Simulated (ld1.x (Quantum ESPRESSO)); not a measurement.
## Which change was made? (Mo, TM)

```
Element                 : Mo (Z = 42)
Generator               : ld1.x (Quantum ESPRESSO) 7.5
Type                    : norm-conserving Troullier–Martins (Kleinman–Bylander form)
Functional              : BLYP
Relativity              : non-relativistic
Frozen core             : [Ar] 3d10
Valence charge          : 14
Reference configuration : 4s2 4p6 4d5 5s0 5p0 (charge +1)
Partial waves           : 4s (bound): rc 1.05 bohr; 4p (bound): rc 1.15 bohr; 4d (bound): rc 1.40 bohr; 4f channel at 0.3 Ry: rc 1.05 bohr
Local potential         : all-electron potential smoothed inside 1.10 bohr (lloc = -1)
Core correction         : none
```

Cutoffs, loose and tight: the cutoffs (Ry, on a coarse ladder) from which the occupation-weighted sum of valence levels, in a spherical-Bessel basis at the reference potential, stays within 10 and 1 mRy of its value at 400 Ry. They do not see the model core or the augmentation charge, which bear on the density cutoff. Test errors are all-electron minus pseudo excitation energies from the reference, over the configurations 4s2 4p6 4d5 5s1 5p0; 4s2 4p6 4d4 5s0 5p0; 4s2 4p6 4d3 5s0 5p0; 4s2 4p6 4d4 5s1 5p1; 4s2 4p6 4d6 5s0 5p0; 4s2 4p6 4d2 5s0 5p0; 4s2 4p6 4d5.5 5s0.5 5p0; variants that change the core or the reference have their own tests. The largest error is taken over the tests solved by every variant that gives reliable tests at all, those not shown here included: 4s2 4p6 4d2 5s0 5p0; 4s2 4p6 4d3 5s0 5p0; 4s2 4p6 4d4 5s0 5p0.

The base gives: outcome: generated; cutoff, loose: 100 Ry; cutoff, tight: 180 Ry; bound ghosts: s; largest test error (meV): +48.

Task: After one change the result is: outcome: generated; cutoff, loose: 230 Ry; cutoff, tight: over 300 Ry; bound ghosts: s; largest test error (meV): +48. Which change was it?
A. all radii scaled by about 1.08 (s 1.14, p 1.24, d 1.52, f 1.14 bohr); local potential all-electron potential smoothed inside 1.20 bohr (lloc = -1)
B. all radii scaled by about 1.18 (s 1.24, p 1.36, d 1.66, f 1.24 bohr); local potential all-electron potential smoothed inside 1.30 bohr (lloc = -1)
C. all radii scaled by about 0.82 (s 0.86, p 0.94, d 1.14, f 0.86 bohr); local potential all-electron potential smoothed inside 0.90 bohr (lloc = -1)

Result: C. The others give: all radii scaled by about 1.08 (s 1.14, p 1.24, d 1.52, f 1.14 bohr); local potential all-electron potential smoothed inside 1.20 bohr (lloc = -1) → outcome: generated; cutoff, loose: 100 Ry; cutoff, tight: 180 Ry; bound ghosts: none; largest test error (meV): +43 | all radii scaled by about 1.18 (s 1.24, p 1.36, d 1.66, f 1.24 bohr); local potential all-electron potential smoothed inside 1.30 bohr (lloc = -1) → outcome: generated; cutoff, loose: 90 Ry; cutoff, tight: 160 Ry; bound ghosts: none; largest test error (meV): +43.
